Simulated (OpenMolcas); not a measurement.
An atom or ion with 30 electrons was computed by SS-CASPT2, IPEA 0.25 Eh, imaginary shift 0.1 Eh with spin-orbit coupling (OpenMolcas, ANO-RCC-VTZP, DKH2). The lowest levels that the run gave, each within 12 % of the measured value where one is at hand:

```json
{"J": "0", "Parity": "even", "E (cm⁻¹)": "0.0", "g": ""}
{"J": "0", "Parity": "odd", "E (cm⁻¹)": "44735", "g": ""}
{"J": "1", "Parity": "odd", "E (cm⁻¹)": "45102", "g": "1.501"}
{"J": "2", "Parity": "odd", "E (cm⁻¹)": "45868", "g": "1.501"}
{"J": "1", "Parity": "odd", "E (cm⁻¹)": "69900", "g": "1.000"}
{"J": "0", "Parity": "even", "E (cm⁻¹)": "112679", "g": ""}
{"J": "1", "Parity": "even", "E (cm⁻¹)": "113090", "g": "1.501"}
{"J": "2", "Parity": "even", "E (cm⁻¹)": "113709", "g": "1.480"}
{"J": "2", "Parity": "even", "E (cm⁻¹)": "116282", "g": "1.021"}
{"J": "0", "Parity": "even", "E (cm⁻¹)": "133929", "g": ""}
```

Problem. Which ion is it, and what are the configurations and terms?

Solution. Ga II (Z = 31, charge +1; active space 2 electrons in 4 orbitals (4s 4p)). J, parity and g give the terms where levels are pure, and mixed ones are named by the computed weights; the size of the splittings, set against known spectra of the 30-electron sequence, gives the charge. In order, with the measured energies in cm⁻¹ (NIST Handbook of Basic Atomic Spectroscopic Data): 4s² ¹S₀, 4s 4p ³P°₀ (47368), 4s 4p ³P°₁ (47814), 4s 4p ³P°₂ (48750), 4s 4p ¹P°₁ (70701), 4p² ³P₀, 4p² ³P₁, 4p² ³P₂, 4p² ¹D₂ (107721), 4p² ¹S₀.

Terms from blocks run as CI alone lack orbitals of their own. The ¹D term of p² mixes with s d, which this space lacks. Computed and measured levels are paired by configuration, term and J; levels that our copy of the source lacks, or whose pairing is in doubt (as where it misses far off the trend of its configuration), stay unpaired and out of the deviations. Levels of configurations outside the active space are missing.

° marks odd parity.
